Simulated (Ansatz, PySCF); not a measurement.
Spin states of H2O2Zr (SMILES [OH][Zr][OH]), each relaxed with B3LYP-D3(BJ)/def2-TZVP.
State 1 (charge 0, multiplicity 3):
```xyz
5

Zr     0.0023    -0.5244    -0.0979
O      1.3538     0.1595    -1.3299
H      1.9440     0.7180    -1.8324
O     -1.3707    -0.3323     1.2770
H     -1.9832     0.0089     1.9260
```
State 2 (charge 0, multiplicity 1):
```xyz
5

Zr    -0.03681    -0.98617    -0.23855
O      1.29100     0.08199    -1.08191
H      1.74982     0.90284    -1.26002
O     -1.31931    -0.32629     1.00043
H     -1.73857     0.35728     1.52294
```

Singlets are restricted, other states unrestricted; no spin–orbit coupling, no relativity up to Kr; see below for the cores. The largest T1 diagnostic is 0.021.

Correlated levels freeze the inner cores; with def2 sets outer-core shells near the valence are correlated too.

The values were computed with Ansatz (Gaussian basis) for Hartree–Fock, density functionals and correlated methods; PySCF for the dispersion terms.  In def2 rows elements past Kr take small-core potentials, without spin–orbit coupling.

Task: What is the computed energy of the multiplicity-1 state less that of the multiplicity-3 state (CCSD(T)/def2-SVP)?

Result: -0.14 eV

Task: Predict the energy of the multiplicity-1 state less that of the multiplicity-3 state from PBE0/def2-TZVPP.

Result: 0.30 eV

Task: Give the energy of the multiplicity-1 state less that of the multiplicity-3 state at the level BHLYP-D4/def2-TZVPP.

Result: 0.34 eV

Doubts at one or more of the structures used: a restricted determinant that unrestricted orbitals would lower (CCSD(T)/def2-SVP).

Ansatz is a quantum-chemistry and plane-wave program.
